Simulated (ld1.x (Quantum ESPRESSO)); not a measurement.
# Sb (Z = 51): TM pseudisation with PBE, scalar-relativistic reference atom.

ld1.x (Quantum ESPRESSO) 7.5 input, shortened:

```
&input
   title='Sb', zed=51., rel=1, dft='PBE', iswitch=3,
   config='[Kr] 4d10 5s2 5p3'
 /
 &inputp
   pseudotype=2, tm=.true., lloc=0,
   nlcc=.true.
 /
3
5P  2  1   3.00   0.00  2.30  2.30  0.0
4D  3  2  10.00   0.00  1.30  1.30  0.0
5S  1  0   2.00   0.00  1.60  1.60  0.0
 &test
   configts(1)='4d10 5s2 5p3'
 /
```

Poles of the logarithmic derivatives, all-electron (AE) and pseudo (PS). s: poles at 0.6 (AE) and 0.5 (PS) Ry. p: poles at 1.9 (AE) and 1.9 (PS) Ry. d: poles at -2.4, 4.4 (AE) and -2.4 (PS) Ry. Test radius 2.49 bohr.

* Cutoffs needed: 100 Ry and 160 Ry (the cutoffs (Ry, on a coarse ladder) from which the occupation-weighted sum of valence levels, in a spherical-Bessel basis at the reference potential, stays within 10 and 1 mRy of its value at 400 Ry)
* Ghost test: no extra level below or beside the all-electron valence levels (p, d, s, f tested) (spherical-Bessel basis up to 400 Ry, 20 bohr box)
* Largest excitation error: -345 meV (all-electron minus pseudo) for 4d9 5s2 5p3, out of 7 test configurations
